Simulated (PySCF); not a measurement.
Stationary points of IZrN

Method: PBE0 in PySCF with Zr def2-TZVP with ECP28, N def2-TZVP, I def2-TZVP with ECP28; scalar-relativistic core potentials, no spin–orbit coupling; density-fitted integrals.

Relaxations began from a few typed shapes. The search is not exhaustive: other isomers or separated fragments can lie lower, and high-lying points may rest on an excited occupation.

**Question.** Order these stationary points by electronic energy, lowest first, in kJ/mol from the lowest minimum.
A. singlet Cs: Zr–I 2.778 Å, Zr–N 1.685 Å; I–Zr–N 114.6°
B. singlet C∞v: Zr–I 2.885 Å, Zr–N 1.682 Å; I–Zr–N 180.0°

**Answer.** A (0.0), B (45.2).

**Question.** Which of them are minima?

**Answer.** By energy in kJ/mol, 0.0: minimum; 45.2: saddle point, 2 imaginary modes.

Formally Zr is in oxidation state +4, d0. The polar-tensor charge on Zr, 1.50, is far below the formal one.
